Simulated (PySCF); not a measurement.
Species: F₂H₃PSi.
Atom-mapped SMILES: `[F:1][P:2]([F:3])[SiH3:4]` (hydrogens: H5, H6, H7 on Si4)

Method: core-valence-separated Tamm–Dancoff BHandHLYP/aug-pcX-1 (pcseg-1 on H, def2-SVPD on Si, def2-SVPD on P) in PySCF, non-relativistic, gas phase, PBE0-D3(BJ)/def2-SVP geometry.

Computed fluorine K-edge spectrum, Gaussian lines of 0.3 eV full width, highest printed point 100; it ends one width below the last computed root. The energies are unshifted.

| photon energy (eV) | absorption |
| --- | --- |
| 683.8 | 4 |
| 683.9 | 21 |
| 684.0 | 62 |
| 684.1 | 100 |
| 684.2 | 87 |
| 684.3 | 40 |
| 684.4 | 10 |
| 684.5 | 1 |
| 684.6 | 0 |
| 684.7 | 0 |
| 684.8 | 0 |
| 684.9 | 0 |
| 685.0 | 1 |
| 685.1 | 7 |
| 685.2 | 24 |
| 685.3 | 43 |
| 685.4 | 42 |
| 685.5 | 22 |
| 685.6 | 6 |
| 685.7 | 1 |
| 685.8 | 0 |
| 685.9 | 0 |
| 686.0 | 0 |
| 686.1 | 0 |
| 686.2 | 0 |
| 686.3 | 0 |
| 686.4 | 0 |
| 686.5 | 0 |
| 686.6 | 0 |
| 686.7 | 0 |
| 686.8 | 0 |
| 686.9 | 2 |
| 687.0 | 10 |
| 687.1 | 23 |
| 687.2 | 30 |
| 687.3 | 22 |
| 687.4 | 10 |
| 687.5 | 9 |
| 687.6 | 19 |
| 687.7 | 25 |
| 687.8 | 18 |
| 687.9 | 7 |
| 688.0 | 2 |
| 688.1 | 1 |
| 688.2 | 4 |
| 688.3 | 13 |
| 688.4 | 19 |
| 688.5 | 16 |

Q: Where are the maxima, and which lines make them up?

A: 5 maxima:
- 684.1 eV: F1/F3 (phosphorus-bound fluorine), 684.13 eV, f = 0.047, sum of 2, 100 % of the height at the exact maximum
- 685.3 eV: F1/F3 (phosphorus-bound fluorine), 685.35 eV, f = 0.021, sum of 2, 100 % of the height at the exact maximum
- 687.2 eV: F1/F3 (phosphorus-bound fluorine), 687.19 eV, f = 0.014, sum of 2, 100 % of the height at the exact maximum
- 687.7 eV: F1/F3 (phosphorus-bound fluorine), 687.70 eV, f = 0.011, sum of 2, 100 % of the height at the exact maximum
- 688.4 eV: F1/F3 (phosphorus-bound fluorine), 688.42 eV, f = 0.009, sum of 2, 100 % of the height at the exact maximum

Roots within 0.03 eV on the same or equivalent atoms count as one line; shares under 12 % aren't listed.

Vibrational structure and lifetime widths aren't in the curve. The ionisation threshold wasn't computed; near and above it a finite basis only mimics Rydberg series and continuum.
